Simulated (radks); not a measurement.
The numbers below are computed, except where a source is named.
Effect of the nuclear size on the lanthanum ion La2+, [Xe] 5d1. Code: a radial shooting solver on a logarithmic mesh with Libxc functionals. Model: Dirac Kohn-Sham, LDA (Slater exchange, Perdew-Wang correlation), spin-unpolarised, spherical densities, finite nucleus; open shells are shared between the two j in proportion to 2j + 1; Fermi nuclear charge, rms radius 4.855 fm. The rms radius is varied about that value; shifts are against it.

rms radius (fm)  total energy shift (eV)  density at nucleus (e/bohr^3)  1s1/2 shift (meV)  2s1/2 shift (meV)  4p1/2 shift (meV)  5s1/2 shift (meV)  5p1/2 shift (meV)  5d5/2 shift (meV)  6s1/2 (empty) shift (meV)
4.0005                             -3.01                      3.641e+05              -1250               -152              0.438              -1.20              0.094              0.043                     -0.217
4.4812                             -1.37                      3.559e+05               -572              -69.3              0.200             -0.550              0.043              0.020                     -0.099
4.855                                  0                      3.502e+05              0.000              0.000              0.000              0.000              0.000              0.000                      0.000
5.0298                             0.673                      3.478e+05                280               33.9             -0.098              0.269             -0.021             -0.010                      0.049
5.9959                              4.73                      3.357e+05               1970                239             -0.687               1.89             -0.148             -0.067                      0.342

Slopes of the eigenvalues against <r^2> in GHz/fm^2, as finite differences over the two radii next to the reference (eigenvalue slopes, not the field-shift constants of lines): 1s1/2 39500, 2s1/2 4790, 4p1/2 -13.8, 5s1/2 38.0, 5p1/2 -2.96, 5d5/2 -1.35, 6s1/2 (empty) 6.85.
